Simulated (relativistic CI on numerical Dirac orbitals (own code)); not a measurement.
Computed by Dirac-Coulomb-Breit CI, KLI orbitals optimised for each configuration, model QED, unscaled Slater integrals (own radial code, finite nucleus).

Configurations in the expansion (outside the closed core 1s2): 2s2 2p5, 2s 2p6, 2p6 3s, 2p6 3p, 2p6 3d, 2s2 2p4 3s, 2s2 2p4 3p, 2s2 2p4 3d, 2s 2p5 3s, 2s 2p5 3p, 2s 2p5 3d, 2s2 2p4 4s, 2s2 2p4 4p, 2s2 2p4 4d, 2s2 2p4 4f, 2s2 2p3 3s2, 2s 2p5 4s, 2s 2p5 4p, 2s2 2p3 3s 3p, 2s 2p5 4d, 2s 2p5 4f, 2s2 2p4 5s, 2s2 2p4 5p, 2s2 2p3 3s 3d, 2s2 2p4 5d, 2s2 2p3 3p2, 2s2 2p4 5f, 2s2 2p4 5g, 2s2 2p3 3p 3d, 2s 2p4 3s2, 2s2 2p3 3d2, 2s 2p4 3s 3p, 2s 2p4 3s 3d, 2s 2p4 3p2, 2s 2p5 5s, 2s 2p5 5p. Levels of other configurations are missing.

At this charge energies of transitions that change n are usually good to better than 1 %, and those within a shell (Δn = 0) to a few per cent.

Outline of the computed level scheme of Tb LVII. Lowest level of each configuration: 2s2 2p5 2P°_3/2 at 0.00 eV; 2s 2p6 2S_1/2 at 1164.85 eV; 2s2 2p4 3s 4P_5/2 at 6443.46 eV; 2s2 2p4 3p 4P°_3/2 at 6555.84 eV; 2s2 2p4 3d 4D_3/2 at 6894.50 eV; 2s 2p5 3s 4P°_5/2 at 7558.07 eV.

Some strong electric-dipole decays among the lowest 45 levels: 2s2 2p4 3d 2P_3/2 → 2s2 2p5 2P°_3/2 (1.1e+15 s⁻¹); 2s2 2p4 3d 2D_5/2 → 2s2 2p5 2P°_3/2 (8.9e+14 s⁻¹); 2s2 2p4 3d 2D_5/2 → 2s2 2p5 2P°_3/2 (6.6e+14 s⁻¹); 2s2 2p4 3d 2P_1/2 → 2s2 2p5 2P°_3/2 (4.7e+14 s⁻¹); 2s2 2p4 3d 4P_1/2 → 2s2 2p5 2P°_3/2 (1.6e+14 s⁻¹); 2s2 2p4 3s 2P_3/2 → 2s2 2p5 2P°_3/2 (1.3e+14 s⁻¹); 2s2 2p4 3s 2D_3/2 → 2s2 2p5 2P°_1/2 (8.6e+13 s⁻¹); 2s2 2p4 3s 2P_1/2 → 2s2 2p5 2P°_1/2 (8.6e+13 s⁻¹).

LS names give the leading component of a level, which can be under half, so a name can repeat, a term be missing and a line seem to break the LS rules.
